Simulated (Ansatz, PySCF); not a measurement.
Complex: ammonia borane (SMILES [BH3-][NH3+]) (first 8 atoms) with C2H4 (SMILES C=C); geometry from B3LYP-D3(BJ)/def2-TZVP, rigid monomers moved along the line of their centres of mass till H8···C10 is 4.40 Å.
(charge 0, multiplicity 1):
```tsv
atom	x (Å)	y (Å)	z (Å)
B	-0.9288	0.2896	0.2984
N	0.6322	-0.1670	0.5701
H	-1.0445	1.3660	0.8388
H	-1.6066	-0.5736	0.8076
H	-1.0487	0.3436	-0.9028
H	1.2837	0.5043	0.1745
H	0.8265	-1.0724	0.1528
H	0.8125	-0.2327	1.5723
C	0.3748	0.5682	5.8859
C	-0.0196	-0.6993	5.8713
H	1.2055	0.8995	6.4981
H	-0.1329	1.3196	5.2923
H	-0.8597	-1.0178	5.2651
H	0.4732	-1.4560	6.4706
```

Counterpoise-corrected where a basis set is named; no monomer relaxation. Rows marked so take none.

Rows in 6-311+G** carry no dispersion term and start afresh at each structure.

Run with Ansatz (a first-principles code) with Gaussian orbitals; PySCF for 6-311+G** rows, the dispersion terms. 

### Question
What is the computed interaction energy (r2SCAN-D3(BJ)/def2-TZVPPD)?

### Answer
-35 meV
